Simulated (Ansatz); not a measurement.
Ansatz (a quantum-chemistry and plane-wave program) input (RPA@PBE/def2-TZVPP):

Ansatz 0.2 input:
```yaml
crystal:
  periodic: [false, false, false]
  atoms:
    - {symbol: Ag, position_ang: [-0.00000000, -0.00000000, -0.03373082]}
    - {symbol: H, position_ang: [0.00000000, 0.00000000, 1.58534856]}
basis:
  gaussian:
    orbitals: def2-TZVPP
hamiltonian:
  xc: pbe
magnetization: {spin_polarized: false}
correlation: {method: rpa, electrons: outside_noble_gas}
```

Output:

```
Functional definition: PBE
integrals: 0.02 GiB planned
469 factors; integrals over basis functions are off by at most 1.2e-3 eV
mean field: 0.17 GiB planned
mean field evaluation 1: about -4013.5712 eV, gradient 3.2e1 eV
mean field evaluation 2: about -4013.5668 eV, gradient 3.2e1 eV
mean field evaluation 4: about -4015.6370 eV, gradient 4.2e0 eV
mean field evaluation 8: about -4015.6627 eV, gradient 7.7e-1 eV
mean field evaluation 16: about -4015.6651 eV, gradient 2.1e-6 eV
mean field -4015.66506630 eV, -147.5729692711 hartree, gradient 2.1e-6 eV, S^2 0.000000; 0 other end points of the search recorded, 0 dependent functions left out
4 core orbitals not correlated
reference -3990.14470076 eV, -146.6351131356 hartree; 6, 6 occupied and 60, 60 virtual orbitals, 469 factors
Total energy: -4005.54133986 eV, -147.2009291862 hartree
```
